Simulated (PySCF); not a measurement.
Se(SiH3)(OSiH3), SMILES [SiH3]O[Se][SiH3], PBE0/def2-SVP optimised geometry.

```
10

Se     1.54    -1.53    -0.03
Si     2.14    -1.45     2.18
H      3.02    -0.27     2.44
H      2.88    -2.72     2.41
H      0.93    -1.38     3.05
O      0.68     0.09     0.00
Si    -1.00     0.09     0.00
H     -1.54    -0.59    -1.22
H     -1.40     1.53     0.00
H     -1.54    -0.59     1.22
```

Density from PBE0/def2-TZVP run with PySCF at that geometry.

Minimum of the electron density along straight lines between bonded atoms, close to the bond critical point (lines longer than 1.1 times the sum of covalent radii, or with two minima, are not listed):

```
bond     length / Å  ρ at the minimum / e bohr⁻³  ∇²ρ there / e bohr⁻⁵  position (fraction from the first atom)
-------  ----------  ---------------------------  --------------------  ---------------------------------------
Se1–Si2       2.290                        0.092                 -0.01                                     0.65
Si2–H3        1.490                        0.121                  0.14                                     0.49
Si2–H4        1.494                        0.119                  0.16                                     0.49
Si2–H5        1.492                        0.121                  0.14                                     0.49
Se1–O6        1.833                        0.149                  0.15                                     0.47
O6–Si7        1.684                        0.128                  0.70                                     0.59
Si7–H8        1.494                        0.121                  0.14                                     0.49
Si7–H9        1.490                        0.122                  0.14                                     0.49
Si7–H10       1.495                        0.121                  0.13                                     0.49
```
